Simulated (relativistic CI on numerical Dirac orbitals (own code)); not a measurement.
Electric-dipole lines of As³⁰⁺

Computed by Dirac-Coulomb-Breit CI, KLI orbitals optimised for each configuration, a model potential for QED, unscaled Slater integrals (own radial code, finite nucleus).

Configurations in the expansion (outside the closed core 1s2): 2s, 2p, 3s, 3p, 3d, 4s, 4p, 4d, 4f, 5s, 5p, 5d, 5f, 5g, 6s, 6p, 6d. Levels of other configurations are missing.

```csv
λ vac (Å),Lower,Upper,A (s⁻¹),log gf,S velocity/length
4.4626,2p 2P°_3/2 [3],5d 2D_5/2 [20],8.99e+12,-0.79,1.00
4.7907,2s 2S_1/2 [1],4p 2P°_3/2 [11],8.95e+12,-0.91,1.00
4.9075,2p 2P°_1/2 [2],4d 2D_3/2 [12],1.69e+13,-0.61,1.00
4.9923,2p 2P°_3/2 [3],4d 2D_5/2 [13],1.95e+13,-0.36,1.00
6.3727,2s 2S_1/2 [1],3p 2P°_3/2 [6],2.01e+13,-0.31,1.00
6.4163,2s 2S_1/2 [1],3p 2P°_1/2 [5],2.12e+13,-0.58,1.00
6.5679,2p 2P°_1/2 [2],3d 2D_3/2 [7],5.15e+13,0.12,1.00
6.7118,2p 2P°_3/2 [3],3d 2D_5/2 [8],6.03e+13,0.39,1.00
6.7270,2p 2P°_3/2 [3],3d 2D_3/2 [7],1.00e+13,-0.56,1.00
11.251,3p 2P°_3/2 [6],6d 2D_5/2 [29],1.77e+12,-0.70,1.00
12.774,3s 2S_1/2 [4],5p 2P°_3/2 [18],1.45e+12,-0.85,1.00
12.995,3p 2P°_1/2 [5],5d 2D_3/2 [19],2.67e+12,-0.57,1.00
13.165,3p 2P°_3/2 [6],5d 2D_5/2 [20],3.17e+12,-0.31,1.00
13.256,3d 2D_3/2 [7],5f 2F°_5/2 [21],3.96e+12,-0.20,1.00
13.309,3d 2D_5/2 [8],5f 2F°_7/2 [22],4.20e+12,-0.05,1.00
18.407,3s 2S_1/2 [4],4p 2P°_3/2 [11],2.62e+12,-0.27,1.00
18.560,3s 2S_1/2 [4],4p 2P°_1/2 [10],2.81e+12,-0.54,1.00
18.830,3p 2P°_1/2 [5],4d 2D_3/2 [12],5.39e+12,0.06,1.00
19.164,3p 2P°_3/2 [6],4d 2D_5/2 [13],6.47e+12,0.33,1.00
19.216,3p 2P°_3/2 [6],4d 2D_3/2 [12],1.09e+12,-0.62,1.00
19.355,3d 2D_3/2 [7],4f 2F°_5/2 [14],1.20e+13,0.61,1.00
19.455,3d 2D_5/2 [8],4f 2F°_7/2 [15],1.27e+13,0.76,1.00
19.482,3d 2D_5/2 [8],4f 2F°_5/2 [14],8.47e+11,-0.54,1.00
19.694,3p 2P°_3/2 [6],4s 2S_1/2 [9],1.48e+12,-0.76,1.00
26.692,4p 2P°_1/2 [10],6d 2D_3/2 [28],6.64e+11,-0.55,1.00
26.985,4p 2P°_3/2 [11],6d 2D_5/2 [29],7.96e+11,-0.28,1.00
40.006,4s 2S_1/2 [9],5p 2P°_3/2 [18],6.16e+11,-0.23,1.00
40.376,4s 2S_1/2 [9],5p 2P°_1/2 [17],6.62e+11,-0.49,1.00
40.792,4p 2P°_1/2 [10],5d 2D_3/2 [19],1.11e+12,0.05,1.00
41.427,4p 2P°_3/2 [11],5d 2D_5/2 [20],1.35e+12,0.32,1.00
41.553,4p 2P°_3/2 [11],5d 2D_3/2 [19],2.28e+11,-0.63,1.00
41.796,4d 2D_3/2 [12],5f 2F°_5/2 [21],2.23e+12,0.55,1.00
41.982,4d 2D_5/2 [13],5f 2F°_7/2 [22],2.39e+12,0.70,1.00
42.003,4f 2F°_5/2 [14],5g 2G_7/2 [23],3.80e+12,0.91,1.00
42.089,4f 2F°_7/2 [15],5g 2G_9/2 [24],3.93e+12,1.02,1.00
42.128,4f 2F°_7/2 [15],5g 2G_7/2 [23],1.40e+11,-0.53,1.00
42.690,4p 2P°_3/2 [11],5s 2S_1/2 [16],5.09e+11,-0.56,1.00
73.930,5s 2S_1/2 [16],6p 2P°_3/2 [27],2.00e+11,-0.18,1.00
74.662,5s 2S_1/2 [16],6p 2P°_1/2 [26],2.16e+11,-0.44,1.00
75.240,5p 2P°_1/2 [17],6d 2D_3/2 [28],3.31e+11,0.05,1.00
76.316,5p 2P°_3/2 [18],6d 2D_5/2 [29],4.06e+11,0.33,1.00
78.789,5p 2P°_3/2 [18],6s 2S_1/2 [25],2.09e+11,-0.41,1.00
398.75,3s 2S_1/2 [4],3p 2P°_3/2 [6],1.74e+09,-0.78,0.99
959.41,4s 2S_1/2 [9],4p 2P°_3/2 [11],4.20e+08,-0.63,0.99
1888.8,5s 2S_1/2 [16],5p 2P°_3/2 [18],1.38e+08,-0.53,0.99
```

Terms are leading LS components. Brackets give the number of a level in order of energy, since labels repeat. The list gives strong lines, with weight on those to low levels. Levels whose partners in the same complex of configurations lie outside the list can be far off, and so can their lines. Rates are taken at the computed energies, electric ones in the length gauge. A velocity-to-length ratio far from 1 marks an uncertain rate.

At this charge energies of transitions that change n are usually good to better than 1 %, and those within a shell (Δn = 0) to a few per cent.

From the table, what is the radiative lifetime of 5d 2D_5/2?

The listed rates from this level add up to about 1.35e+13 s⁻¹, 100 % of its decay; with all channels τ = 7.38e-14 s.
